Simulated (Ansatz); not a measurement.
Mulliken charges of `C[O][Zr]([F])([F])[Br]` from r2SCAN/def2-TZVPP in Ansatz (PBE0-D4/def2-TZVP geometry).

| atom | x (Å) | y (Å) | z (Å) | charge (e) |
| --- | --- | --- | --- | --- |
| C1 | -1.366 | -0.932 | 0.446 | 0.004 |
| O2 | -0.244 | -0.212 | 0.030 | -0.469 |
| Zr3 | 1.263 | 0.778 | -0.502 | 1.331 |
| F4 | 2.768 | -0.380 | -0.537 | -0.379 |
| F5 | 0.953 | 1.462 | -2.247 | -0.379 |
| Br6 | 1.623 | 2.655 | 1.137 | -0.315 |
| H7 | -1.771 | -0.492 | 1.361 | 0.070 |
| H8 | -1.092 | -1.972 | 0.643 | 0.068 |
| H9 | -2.135 | -0.907 | -0.331 | 0.068 |

By hand: the dipole of these point charges (1 e Å = 4.8032 D).

Σ q r = (-0.475, -0.345, 0.133) e Å, of length 0.602 e Å = 2.89 D.

How does the dipole of the full density compare? (Best estimate.)

The calculation gave: (-0.529, -0.413, 0.116) e Å, 3.27 D; the point charges give 0.88 times that, at 4° from its direction.

Point charges leave out the atoms' own dipoles, such as those of lone pairs, and Mulliken's split depends on the basis, so the close match here is no proof of good charges.
